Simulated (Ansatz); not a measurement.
Basis-set series for C3H8ClGaSi2, SMILES `[SiH3][SiH2][C]1=C[CH2][Ga]1[Cl]`. Charge 0, multiplicity 1. The geometry is a stationary point of PBE0-D4/def2-TZVP. It is one conformer, not always the lowest.

```json
{"functional": "PBE0-D4", "basis": "def2-SVP", "functions": "168", "energy (Eh)": "-3081.74180", "HOMO (eV)": "-7.46", "LUMO (eV)": "-1.41"}
{"functional": "PBE0-D4", "basis": "def2-TZVPP", "functions": "379", "energy (Eh)": "-3082.47511", "HOMO (eV)": "-7.48", "LUMO (eV)": "-1.50"}
{"functional": "ωB97M-V", "basis": "def2-SVP", "functions": "168", "energy (Eh)": "-3082.28332", "HOMO (eV)": "-9.56", "LUMO (eV)": "0.45"}
{"functional": "ωB97M-V", "basis": "def2-TZVPP", "functions": "379", "energy (Eh)": "-3083.02107", "HOMO (eV)": "-9.60", "LUMO (eV)": "0.31"}
```

Question: Give the rows for def2-QZVPP. (Estimate.)

Answer: Ansatz gave: 
```json
{"functional": "PBE0-D4", "basis": "def2-QZVPP", "functions": "710", "energy (Eh)": "-3082.55705", "HOMO (eV)": "-7.50", "LUMO (eV)": "-1.53"}
{"functional": "ωB97M-V", "basis": "def2-QZVPP", "functions": "710", "energy (Eh)": "-3083.09937", "HOMO (eV)": "-9.62", "LUMO (eV)": "0.20"}
```

Positive LUMOs are unbound and depend on the basis. Scalar relativity is left out up to krypton.
